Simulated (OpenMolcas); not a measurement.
**Sb: CASPT2 settings compared**

```json
{
 "Program": "OpenMolcas",
 "Basis": "ANO-RCC-VDZ [6s5p2d]",
 "Scalar Hamiltonian": "DKH2, point nucleus",
 "Active space": "3 electrons in 3 orbitals (5p)",
 "State averaging": "2S+1 = 4 odd, 1 root; 2S+1 = 2 odd, 8 roots kept (CI in the orbitals of an earlier block)",
 "Spin-orbit coupling": "RASSI with atomic mean-field integrals over the reference wave functions, term energies averaged over their components"
}
```

Methods on the same reference wave functions:
A. CASSCF
B. SS-CASPT2, IPEA 0.3 Eh, no level shift (closed shells correlated: 4s 4p 4d 5s)
C. XMS-CASPT2, IPEA 0.3 Eh, real shift 0.05 Eh (closed shells correlated: 5s)
D. XMS-CASPT2, IPEA 0.4 Eh, real shift 0.2 Eh (closed shells correlated: 4d 5s)

Energies in cm⁻¹ above 5s² 5p³ ⁴S°_3/2, the measured ground level; measured values from NIST Handbook of Basic Atomic Spectroscopic Data.

| Level | A | B | C | D | Measured |
| --- | --- | --- | --- | --- | --- |
| 5s² 5p³ ⁴S°_3/2 | 0.0 | 0.0 | 0.0 | 0.0 | 0.0 |
| 5s² 5p³ ²D°_3/2 | 12465 | 11840 | 11940 | 11680 | 8512 |
| 5s² 5p³ ²D°_5/2 | 13435 | 13080 | 13210 | 12910 | 9854 |
| 5s² 5p³ ²P°_1/2 | 22142 | 19250 | 19160 | 19160 | 16395 |
| 5s² 5p³ ²P°_3/2 | 23488 | 20920 | 20860 | 20820 | 18464 |

Deviations, from unrounded energies. A percentage is the sum of absolute deviations over the sum of measured energies, with the sign that they share, or ± where signs differ.

| Against measurement | Levels | A | B | C | D |
| --- | --- | --- | --- | --- | --- |
| mean absolute deviation (cm-1) | 4 | 4600 | 3000 | 3000 | 2800 |
| other terms of the ground configuration (%) | 4 | +34.4 | +22.3 | +22.4 | +21.3 |

B, D lie about equally close to measurement and A furthest from it. The largest miss of D in the table is 5s² 5p³ ²D°_3/2, by +3200 cm-1. The ranking rests on the paired levels alone, and a cruder setting can come out closer through cancelling errors.

Among B to D the level of the table that moves most is 5s² 5p³ ²D°_5/2, by 300 cm-1 (lowest in D, highest in C). Moves below CASPT2's spread within the term are not significant.

The mean deviations of B to D differ by less than CASPT2's widest spread within a term (420 cm-1), so their order carries little weight.

From A to B the spin-free energies of the other terms of 5s² 5p³ shown, above ⁴S°, scale by factors of 0.86 to 0.97.

The lowest spin-free term lies below A's lowest term by 0.015 hartree in B, 0.009 hartree in C, 0.011 hartree in D.

Term energies are means over components that CASPT2 splits; among the terms shown or strongly mixed into the levels shown the widest spread is 420 cm-1 (5s² 5p³ ²D°, D). Terms from blocks run as CI alone lack orbitals of their own. With the s shell closed, the reference lacks s² → p² mixing. Some terms miss by over 15 % even with CASPT2, which points to a basis or an active space too small for the shells correlated (holds for B; C; D). Computed and measured levels are paired by configuration, term and J; levels that our copy of the source lacks, or whose pairing is in doubt (as where it misses far off the trend of its configuration), stay unpaired and out of the deviations. Only configurations of the active space appear.

° marks odd parity.
